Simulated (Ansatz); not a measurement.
A nudged elastic band was laid between two geometries of BFH3N + ClH (8 atoms, charge 0, multiplicity 1).

Theory: Ansatz 0.2.0, RKS BLYP-D4/def2-SVP.

```
movable images  : 7
climbing image  : yes
spring          : 5.0 eV/Å²
optimiser       : quadratic models (default)
start path      : through a guess of the saddle point
force threshold : 0.05 eV/Å
iteration limit : 60
end points      : relaxed
```

First end point:

```xyz
8
Properties=species:S:1:pos:R:3
B 0.033 -0.190 -0.200
H -0.045 -0.412 0.997
N 1.276 -0.183 -0.842
H 2.155 -0.330 -0.346
H 1.384 0.002 -1.841
F -1.101 0.018 -0.896
Cl 0.173 2.658 1.802
H 0.065 1.362 1.692
```

Last end point:

```xyz
8
Properties=species:S:1:pos:R:3
B -0.099 0.729 -0.861
H 0.727 -0.185 2.920
N 1.120 0.039 -0.893
H 1.266 -0.772 -1.495
H 1.919 0.295 -0.314
F -1.130 0.345 -1.631
Cl -0.329 2.141 0.222
H 0.465 0.332 2.418
```

(1) Which bonds break or form, and what moves?

(2) What energy profile does the band end with?

(3) What is the geometry of the highest image?

Results:

(1) Bonds broken: B1–H2, Cl7–H8. Bonds formed: B1–Cl7, H2–H8. BFH3N + ClH becomes BClFH2N + H2.

(2) It converged. The highest image is number 5 of 0 to 8, 1.20 eV above the first end and 1.87 eV above the last; the last end lies 0.68 eV below the first. The profile has 2 maxima (images 2, 5) with wells between them (image 4): this band takes more than one step, which may be the mechanism or a detour left from its start path. Neighbouring images differ by up to 1.5 eV, so the band resolves the path poorly. A vibrational analysis at the climbing image gives one clearly imaginary mode, 832i cm⁻¹: a first-order saddle point. The orbitals stay closed-shell, which can raise the energy where a bond breaks towards radicals; this wasn't checked here.

```
image  path coordinate (Å)  energy (eV)  B1–H2 (Å)  Cl7–H8 (Å)  B1–Cl7 (Å)
    0                 0.00         0.00       1.22        1.31        3.48
    1                 1.19         0.10       1.22        1.30        3.38
    2                 2.38         0.91       1.23        1.30        3.23
    3                 3.56         0.18       1.22        1.31        3.38
    4                 4.75         0.01       1.22        1.31        3.27
    5                 5.94         1.20       1.40        1.70        2.22
    6                 7.10        -0.33       2.32        2.38        1.81
    7                 8.26        -0.67       3.42        2.93        1.79
    8                 9.42        -0.68       3.98        2.95        1.79
```

(3) 
```xyz
8
Properties=species:S:1:pos:R:3
B 0.095 0.172 0.047
H 0.251 -0.006 1.425
N 1.320 -0.161 -0.589
H 1.291 -0.324 -1.598
H 2.195 0.278 -0.298
F -1.091 -0.314 -0.345
Cl -0.214 2.342 0.411
H 0.093 0.937 1.311
```

Run time: 8.4 min on 1 thread of Arm Neoverse V1, with other jobs on the host, peak memory 0.12 GiB.
